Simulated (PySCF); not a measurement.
**Bond curve of GeH⁻**

Set-up: basis Ge aug-pcseg-1, H aug-pcseg-1; no relativity; PySCF 2.14. Energies in eV from Ge⁻ + H in their ground configurations at the same level. State: ³Σ⁻ (triplet), unpaired electrons π ↑↑.

```json
{"R (Å)": "1.403", "r²SCAN": "-2.440", "UHF-CCSD": ""}
{"R (Å)": "1.468", "r²SCAN": "-2.656", "UHF-CCSD": "-2.368"}
{"R (Å)": "1.533", "r²SCAN": "-2.776", "UHF-CCSD": "-2.489"}
{"R (Å)": "1.582", "r²SCAN": "-2.819", "UHF-CCSD": "-2.533"}
{"R (Å)": "1.631", "r²SCAN": "-2.829", "UHF-CCSD": "-2.545"}
{"R (Å)": "1.680", "r²SCAN": "-2.814", "UHF-CCSD": "-2.532"}
{"R (Å)": "1.745", "r²SCAN": "-2.763", "UHF-CCSD": "-2.485"}
{"R (Å)": "1.827", "r²SCAN": "-2.664", "UHF-CCSD": "-2.392"}
{"R (Å)": "1.925", "r²SCAN": "-2.512", "UHF-CCSD": "-2.249"}
{"R (Å)": "2.055", "r²SCAN": "-2.280", "UHF-CCSD": ""}
```

Task: Put a parabola through the three lowest points of the r²SCAN curve and estimate Re, k and ωe (reduced mass 0.9943 u; 1 eV/Å² = 0.16022 mdyn/Å; ωe = 1302.8·√(k/μ) cm⁻¹).

Result: Through R = 1.582, 1.631, 1.68 Å the second-order coefficient is 5.21 eV/Å², so Re ≈ 1.626 Å, k ≈ 1.67 mdyn/Å and ωe ≈ 1688 cm⁻¹. A polynomial fit of higher order to the unrounded r²SCAN energies gives Re = 1.625 Å, k = 1.76 mdyn/Å, ωe = 1732 cm⁻¹; anharmonicity and rounding make the difference.

The higher-order fit for each curve: r²SCAN: Re = 1.625 Å, ωe = 1732 cm⁻¹, De = 2.83 eV; UHF-CCSD: Re = 1.628 Å, ωe = 1696 cm⁻¹, De = 2.54 eV.

Correlated steps freeze 9 core orbitals. Correlated levels converge slowly with the basis: in double zeta they bind strong bonds too weakly, by up to about 1 eV, and carry superposition errors of some tenths. Spin–orbit coupling is left out. For an ion De counts to the pair picked by the measured ionisation energies or electron affinities, which need not be the lowest pair at this level. The highest Kohn–Sham level is positive in this anion. Much of that is self-interaction error, but it also means that the finite basis helps to hold the extra electron. The state was picked by a PBE0 search and need not be the measured ground state.
